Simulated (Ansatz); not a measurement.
Calculated with Ansatz (gas phase, PBE0-D4/def2-TZVP geometries, no zero-point term in ΔE). CCSD(T)/CBS is the MP2 limit (def2-TZVPP, def2-QZVPP) plus CCSD(T) − MP2 in def2-TZVPP, frozen cores. This one scheme is used for every species. DFT in def2-TZVPP. HSE06 is defined as in plane-wave codes. Elements past krypton have def2 core potentials. For Br, In outer-core shells are correlated without core-valence functions, which leaves a few kJ/mol of doubt a bond. Scalar relativity is left out up to krypton. Each species was taken in one conformer, which may not be the lowest.

Reaction (ligand exchange at the In–N bond): `[NH2][In]([F])[Br]` + HBr → `[F][In]([Br])[Br]` + NH₃

| level | ΔE (kcal/mol) | difference from CCSD(T)/CBS |
| --- | --- | --- |
| B97M-V | -28.5 | -1.4 |
| HSE06-D4 | -28.4 | -1.3 |
| ωB97M-V | -27.5 | -0.4 |
| PBE-QIDH | -28.3 | -1.2 |
| PBE0 | -28.2 | -1.1 |
| r2SCAN0 | -29.0 | -1.9 |
| LC-ωPBE | -26.5 | 0.6 |
| RPA@PBE/def2-TZVPP | -24.7 | 2.4 |
| HF/def2-SVP | -32.1 | -5.0 |
| MP2/def2-SVP | -27.8 | -0.7 |
| HF/def2-TZVPP | -32.0 | -4.9 |
| MP2/def2-TZVPP | -26.4 | 0.7 |
| CCSD(T)/def2-TZVPP | -26.1 | 1.0 |
| HF/def2-QZVPP | -32.0 | -4.9 |
| HF/CBS(def2) | -32.0 | -4.9 |
| MP2/CBS(def2) | -27.4 | -0.3 |
| CCSD(T)/CBS | -27.1 | 0 |

Q: What do rigid-rotor, harmonic-oscillator terms from PBE0-D4/def2-TZVP frequencies (298.15 K, 1 bar) make of the CCSD(T)/CBS value? (Best estimate.)

A: Ansatz gave: ΔZPE = +2.5 kcal/mol, ΔH = -24.5 kcal/mol, ΔS = -2 J/(mol·K), ΔG = -24.4 kcal/mol.

Largest T1 diagnostic among the species: 0.013.

From r2SCAN to r2SCAN0 (25 % exact exchange), in def2-TZVPP and without D4, ΔE moves by −1.1 kcal/mol. In def2-TZVPP, CCSD(T) changes the Hartree–Fock value by +5.9 kcal/mol (the triples alone add +0.6 kcal/mol) and MP2 by +5.6 kcal/mol.
